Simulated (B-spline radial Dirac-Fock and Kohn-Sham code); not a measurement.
Satellites and hypersatellites of the K lines of O²⁻

System: O²⁻ in the configuration 1s2 2s2 2p6, inside a Watson sphere of charge +2 and radius 1.704 Å (a model of the Madelung potential; inside it an electron's potential energy is lowered by 16.9 eV).

Input file task.json (cfg lists n, l and occupation; rrms is the nuclear radius in fm):

```json
{"items": [{
  "Z": 8,
  "q": -2,
  "cfg": [[1, 0, 2], [2, 0, 2], [2, 1, 6]],
  "A": 16,
  "rrms": 2.6991,
  "watson": [2, 1.704],
  "do": ["binding", "quiet", "double"]
}]}
```

Launch: `python xray_run.py task.json out`

The computed values come from an atomic code on a B-spline grid: ΔSCF Dirac-Fock with Breit, self-energy and vacuum polarisation, finite nucleus, configuration average. Each two-hole energy is an average over J within one jj subconfiguration, not an observable level; in light atoms, where LS coupling holds, the j-resolved values are not observed lines, and for a K spectator the Kα1 hypersatellite is nearly forbidden. Correlation energy is missing from these numbers.

Lines without a spectator: Kα2 (K-L2) 526.2 eV, Kα1 (K-L3) 526.2 eV. Shifts in eV with one spectator hole (a dash: not computed, or left out as unreliable):

| spectator hole | Kα2 | Kα1 |
| --- | --- | --- |
| L2 (2p1/2) | +0.84 | +1.76 |
| L3 (2p3/2) | +1.73 | +1.44 |

Q: Where does the K-L3 hypersatellite lie, emitted when both K electrons are missing?

A: +75.1 eV from the normal line, at 601.3 eV. Removing both K electrons costs 1151.8 eV, which is 87.70 eV more than twice the K binding energy. In light atoms the observed hypersatellite is the ¹S₀ → ¹P₁ component, which lies below this average, and the triplet component is nearly forbidden.

With n spectator holes in 2p, averaged over the 2p shell (energies in eV):

| n | KαLⁿ | step | hypersatellite KαʰLⁿ |
| --- | --- | --- | --- |
| 0 | 526.2 | – | 601.2 |
| 1 | 527.8 | +1.6 | 604.6 |
| 2 | 531.0 | +3.2 | 609.6 |
| 3 | 535.9 | +4.9 | 616.1 |
| 4 | 542.5 | +6.6 | 624.2 |
| 5 | 550.7 | +8.2 | 633.8 |
